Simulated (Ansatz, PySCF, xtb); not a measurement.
Gas-phase reaction in SMILES: CCN(CC)B(O)O [diethylaminoboronic acid] + 7 [H][H] (H2) -> B (BH3) + 4 C (CH4) + N (NH3) + 2 O (H2O)
Structures are relaxed separately at B3LYP-D3(BJ)/def2-TZVP in Ansatz (a quantum-chemistry and plane-wave program), one conformer each, not searched for the lowest. Frequencies are from Ansatz or PySCF.

Property: energy of full hydrogenation (0 K, with B3LYP-D3(BJ) harmonic zero-point energies), in kcal/mol. Correlated levels leave the core frozen unless marked. No spin-orbit coupling. Non-relativistic. Basis-set limits of correlation are two-point, X^-3; Hartree-Fock from the larger set. The bracket is a focal-point correction in the basis named.

| level | program | energy of full hydrogenation (kcal/mol) |
|---|---|---|
| GFN1-xTB | xtb | -39.9 |

### Question
What does RI-MP2/CBS(cc-pVTZ,cc-pVQZ)+[CCSD(T)-MP2]/cc-pVTZ (Ansatz) give?

### Answer
18.3 kcal/mol, so GFN1-xTB differs from it by -58.2 kcal/mol.
